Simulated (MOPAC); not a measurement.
Job for MOPAC: PM7 on OsF, 2S+1 = 4, a spin state set in the input, which need not be the lowest, a point of a bond scan (R = 1.682 Å).

```
PM7 1SCF PRECISE CHARGE=0 UHF MS=1.5 THREADS=1
FOs

Os     0.00000000 1     0.00000000 1     0.00000000 1
F      0.00000000 1     0.00000000 1     1.68156700 1
```

Program output:

```
*******************************************************************************
 **                                                                           **
 **                              MOPAC v23.2.5                                **
 **                                                                           **
 *******************************************************************************
 ** MOPAC's Digital Object Identifier: https://doi.org/10.5281/zenodo.6511958 **
 **                                                                           **
 ** Please cite the open-source release paper for use of this MOPAC version:  **
 ** J. E. Moussa and J. J. P. Stewart (2026)                                  **
 ** MOPAC: An open-source semiempirical molecular orbital program             **
 ** J. Open Source Softw., 11(119), 8025, https://doi.org/10.21105/joss.08025 **
 *******************************************************************************

                              PM7 CALCULATION RESULTS

 *******************************************************************************
 *  PM7        - The PM7 Hamiltonian to be used
 *  UHF        - UNRESTRICTED HARTREE-FOCK CALCULATION
 *
 *
 *
 *                 CHARGE ON SYSTEM = 0
 *
 *
 *
 *  MS=        - IN MECI, MAGNETIC COMPONENT OF SPIN =  1.5
 *  PRECISE    - TIGHTER CRITERIA TO BE USED
 *  1SCF       - DO 1 SCF AND THEN STOP
 *  THREADS=1  - MULTI-THREADING NOT USED
 *  T=         - A TIME OF 172800.0 SECONDS REQUESTED
 *  DUMP=N     - RESTART FILE WRITTEN EVERY 7200.0 SECONDS REQUESTED
 *******************************************************************************
PM7 1SCF PRECISE CHARGE=0 UHF MS=1.5 THREADS=1
 FOs

   ATOM   CHEMICAL          X               Y               Z
  NUMBER   SYMBOL      (ANGSTROMS)     (ANGSTROMS)     (ANGSTROMS)

     1      Os          0.00000000  *   0.00000000  *   0.00000000  *
     2       F          0.00000000  *   0.00000000  *   1.68156700  *



          CARTESIAN COORDINATES

    NO.       ATOM           X           Y           Z

     1        Os          0.0000      0.0000      0.0000
     2         F          0.0000      0.0000      1.6816

 General Reference for PM7:
 "Optimization of Parameters for Semiempirical Methods VI: More Modifications to the
 NDDO Approximations and Re-optimization of Parameters", J. J. P. Stewart, J. Mol. Mod., 1:32, 19 (2013)
 https://link.springer.com/article/10.1007/s00894-012-1667-x

           Empirical Formula: Os F  =     2 atoms



      MOLECULAR POINT GROUP   :   C*v


          UHF CALCULATION, NO. OF ALPHA ELECTRONS =    9
                           NO. OF BETA  ELECTRONS =    6

 -------------------------------------------------------------------------------
 PM7 1SCF PRECISE CHARGE=0 UHF MS=1.5 THREADS=1
 FOs



     1SCF WAS SPECIFIED, SO BFGS WAS NOT USED
     SCF FIELD WAS ACHIEVED


                              PM7 CALCULATION
                                                       MOPAC v23.2.5 Linux




          FINAL HEAT OF FORMATION =        164.24763 KCAL/MOL =     687.21206 KJ/MOL


          COSMO AREA              =         87.70 SQUARE ANGSTROMS
          COSMO VOLUME            =         75.86 CUBIC ANGSTROMS

          IONIZATION POTENTIAL    =          5.714767 EV
          ALPHA SOMO LUMO (EV)    =         -6.981  4.150
          BETA  SOMO LUMO (EV)    =         -5.715  4.867
          NO. OF ALPHA ELECTRONS  =          9
          NO. OF BETA  ELECTRONS  =          6
          MOLECULAR WEIGHT        =        209.1984         POINT GROUP:  C*v

          MOLECULAR DIMENSIONS (Angstroms)

            Atom       Atom       Distance
            F     2   Os     1     1.68157
            F     2   Os     1     0.00000
           Os     1    F     2     0.00000


          SCF CALCULATIONS        =          1





   ATOM   CHEMICAL          X               Y               Z
  NUMBER   SYMBOL      (ANGSTROMS)     (ANGSTROMS)     (ANGSTROMS)

     1      Os          0.00000000  *   0.00000000  *   0.00000000  *
     2       F          0.00000000  *   0.00000000  *   1.68156700  *

                             CARTESIAN COORDINATES

   1   Os        0.000000000     0.000000000     0.000000000
   2    F        0.000000000     0.000000000     1.681567000


           Empirical Formula: Os F  =     2 atoms



      MOLECULAR POINT GROUP   :   C*v


          ALPHA EIGENVALUES
 -39.96596 -17.13810 -16.27020 -16.27020  -9.14210  -8.65144  -8.65144  -8.30560
  -6.98080   4.15032 103.48921 103.48921 104.04250


           BETA EIGENVALUES
 -39.81605 -16.41994 -15.61770 -15.61770  -6.37370  -5.71477   4.86727   6.14283
   6.14283   6.63614 106.03736 106.05288 106.05288


              NET ATOMIC CHARGES AND DIPOLE CONTRIBUTIONS

  ATOM NO.   TYPE          CHARGE      No. of ELECS.   s-Pop       p-Pop       d-Pop
    1         Os           0.435031        7.5650     1.13771     0.00907     6.41818
    2          F          -0.435031        7.4350     1.94239     5.49264
 DIPOLE           X         Y         Z       TOTAL
 POINT-CHG.     0.000     0.000    -3.514     3.514
 HYBRID        -0.000    -0.000    -0.604     0.604
 SUM           -0.000    -0.000    -4.117     4.117


          ATOMIC ORBITAL ELECTRON POPULATIONS

     Atom    s        px        py        pz      x^2-y^2     xz        z^2       yz        xy
    1 Os   1.13771   0.00078   0.00078   0.00750   2.00000   1.04020   1.33778   1.04020   1.00000
    2  F   1.94239   1.95901   1.95901   1.57462


                    (SZ)    =    1.500000
                    (S**2)  =    3.956377


          ATOMIC ORBITAL SPIN POPULATIONS

    Atom   Total    s     px     py     pz   x^2-y^2  xz     z^2    yz     xy
         Atomic
    1 Os  2.9238  0.389  0.000  0.000 -0.000  0.000  0.960 -0.385  0.960  1.000
    2  F  0.0762 -0.015  0.040  0.040  0.010

 **********************
 *                    *
 * JOB ENDED NORMALLY *
 *                    *
 **********************




 == MOPAC DONE ==
```

The run finished. Its determinant has ⟨S²⟩ = 3.96, a mixture of spin states.

Cost: very roughly 0.020 core-seconds.
